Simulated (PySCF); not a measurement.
NMR data simulated for an unnamed compound:

$^{1}$H NMR (300 MHz, computed): δ 7.54 (m, 2H), 7.05 (t, 1H), 6.96 (d, 2H), 4.52 (s, 2H), 4.36 (s, 3H), 0.54 (br s, 1H).

$^{13}$C{$^{1}$H} NMR (computed): δ 163.5 (C), 139.7 (CH), 126.1 (CH), 122.6 (CH).

Level of theory: σ from GIAO-HF/pcSseg-1, PBE0-D3(BJ)/def2-SVP geometry, in PySCF 2.14 (no relativistic terms, rapidly exchanging positions averaged, single conformer, no solvent model).

Shifts are taken against calculated references (same method and geometry level): $^{1}$H (σ = 31.69 ppm), $^{13}$C (σ = 190.85 ppm) against TMS.

Which of these does the molecule contain: a carboxylic acid, an NH or NH2 group, an OH group, a Si–H bond, a benzene ring, a three-membered ring?

## Answers


- A carboxylic acid: no.
- An NH or NH2 group: yes (δH 0.54 (br s)).
- An OH group: no.
- A Si–H bond: yes (δH 4.36 (s)).
- A benzene ring: yes.
- A three-membered ring: no.

The data belong to `[SiH3]N[SiH2]Oc1ccccc1`, C₆H₁₁NOSi₂; they needn't prove each group on their own.

Carbon signals by region: 1 in the far downfield region (above 160 ppm), 3 in the sp2 and nitrile region (100–160 ppm). Above 160 ppm: 163.5, aromatic carbon bearing oxygen.

OH and NH positions are those of a molecule without intermolecular hydrogen bonds; in solution they move with solvent, concentration and temperature, and exchange usually removes their couplings. Shifts are as computed. Against solution values, carbons near 30 ppm lie about -0 ppm off and those near 130 ppm about +7 ppm. Of 1313 compounds with measured shifts, 239 miss one by over three times the rms of a fit or turn the order of signals round; such compounds aren't used in these exercises. Multiplicities follow the n + 1 count of equivalent neighbours, as no J values were calculated; m marks all less simple cases, F and P coupling included.
